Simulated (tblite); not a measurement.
C3H12Si4.
Numbering: `[SiH3:1][SiH2:2][C@H:3]1[CH:4]=[CH:5][SiH2:6][SiH2:7]1` (hydrogens: H8, H9, H10 on Si1; H11, H12 on Si2; H13 on C3; H14 on C4; H15 on C5; H16, H17 on Si6; H18, H19 on Si7)

Computed with GFN2-xTB (tblite), gas phase: L-BFGS steps from a force-field or distance-geometry start until the largest atomic force falls under 0.01 eV/Å.

Step 29: E = -527.5235 eV
```
atom  x, y, z in Å  |  force x, y, z in eV/Å
Si1    -3.2797   -0.7796   -0.4142    0.021  -0.011   0.002
Si2    -1.0119   -0.8907   -0.8418   -0.041   0.021  -0.026
C3     -0.0914    0.7137   -0.3043    0.016   0.012  -0.009
C4      0.3747    0.5147    1.0951   -0.020   0.052   0.039
C5      1.6163    0.1508    1.4141   -0.006  -0.078   0.007
Si6     2.8584   -0.0266    0.0114   -0.013  -0.019   0.045
Si7     1.4378    1.1207   -1.3954    0.033   0.022  -0.024
H8     -3.6736   -1.3839    0.8619    0.006   0.015   0.010
H9     -4.0667   -1.4661   -1.4438    0.006   0.018   0.018
H10    -3.7595    0.6070   -0.3812   -0.026   0.000   0.014
H11    -0.3244   -1.9986   -0.1602   -0.010  -0.017  -0.031
H12    -0.7675   -1.0920   -2.2804    0.010  -0.008   0.007
H13    -0.8149    1.5355   -0.3210   -0.014  -0.034  -0.022
H14    -0.3759    0.6595    1.8663   -0.026  -0.018   0.035
H15     1.8657   -0.0281    2.4514    0.006   0.002  -0.018
H16     3.0775   -1.4460   -0.3238    0.028   0.056   0.014
H17     4.1580    0.5249    0.4168   -0.003   0.013  -0.034
H18     1.5710    2.5876   -1.4314    0.012  -0.019  -0.025
H19     1.1965    0.7064   -2.7817    0.022  -0.004  -0.003
```

Step 30: E = -527.5244 eV
```
atom  x, y, z in Å  |  force x, y, z in eV/Å
Si1    -3.2829   -0.7783   -0.4116    0.052  -0.025  -0.005
Si2    -1.0149   -0.8896   -0.8419   -0.039   0.017  -0.044
C3     -0.0904    0.7132   -0.3062    0.009   0.024  -0.036
C4      0.3742    0.5152    1.0926   -0.032   0.016   0.050
C5      1.6135    0.1462    1.4125    0.028  -0.060   0.020
Si6     2.8600   -0.0239    0.0141   -0.006  -0.036   0.020
Si7     1.4403    1.1189   -1.3966    0.031   0.048  -0.035
H8     -3.6736   -1.3837    0.8642    0.001   0.010   0.023
H9     -4.0678   -1.4669   -1.4404   -0.003   0.016   0.010
H10    -3.7627    0.6067   -0.3778   -0.036   0.022   0.014
H11    -0.3280   -1.9975   -0.1596   -0.010  -0.017  -0.032
H12    -0.7722   -1.0936   -2.2817    0.007  -0.002   0.029
H13    -0.8119    1.5364   -0.3224   -0.024  -0.027  -0.031
H14    -0.3771    0.6559    1.8634   -0.039  -0.005   0.043
H15     1.8620   -0.0318    2.4497    0.007  -0.006  -0.003
H16     3.0861   -1.4409   -0.3260    0.026   0.052   0.019
H17     4.1571    0.5303    0.4219    0.001   0.018  -0.028
H18     1.5757    2.5872   -1.4315    0.005  -0.044  -0.027
H19     1.2027    0.7056   -2.7847    0.020  -0.001   0.015
```

**Question.** Estimate the geometry and energy of step 31. (The exact step hangs on the optimiser's Hessian estimate; all steps are aligned on step 30, rigid shifts and turns removed.)

**Answer.** E = -527.5255 eV, largest force 0.071 eV/Å
```
atom  x, y, z in Å  |  force x, y, z in eV/Å
Si1    -3.2860   -0.7771   -0.4085    0.066  -0.026  -0.006
Si2    -1.0190   -0.8883   -0.8429   -0.013   0.013  -0.047
C3     -0.0890    0.7129   -0.3089    0.002   0.029  -0.047
C4      0.3732    0.5158    1.0905   -0.036  -0.032   0.044
C5      1.6100    0.1395    1.4109    0.040  -0.023   0.029
Si6     2.8617   -0.0209    0.0176    0.001  -0.035  -0.011
Si7     1.4437    1.1174   -1.3985    0.023   0.054  -0.030
H8     -3.6736   -1.3831    0.8673   -0.002   0.006   0.032
H9     -4.0693   -1.4677   -1.4362   -0.013   0.012   0.001
H10    -3.7674    0.6067   -0.3733   -0.039   0.031   0.012
H11    -0.3322   -1.9968   -0.1598   -0.015  -0.010  -0.037
H12    -0.7772   -1.0958   -2.2831    0.005   0.004   0.041
H13    -0.8089    1.5372   -0.3245   -0.032  -0.015  -0.043
H14    -0.3792    0.6518    1.8609   -0.042   0.010   0.040
H15     1.8575   -0.0366    2.4481    0.009  -0.020   0.019
H16     3.0972   -1.4339   -0.3279    0.025   0.030   0.019
H17     4.1565    0.5367    0.4272    0.003   0.025  -0.020
H18     1.5815    2.5861   -1.4327   -0.001  -0.052  -0.028
H19     1.2105    0.7050   -2.7883    0.017   0.000   0.031
```

The energy changes by -0.0011 eV. The first-order estimate −F·Δx gives -0.0015 eV and the mean of the old and new forces, exact on a quadratic surface, -0.0011 eV. The step makes an angle of 75° with the force vector and moves no atom by more than 0.013 Å.

The cost below is that of the whole relaxation. Hardware: one thread of an Arm Neoverse N1, shared host. Cost: 2.9 s.
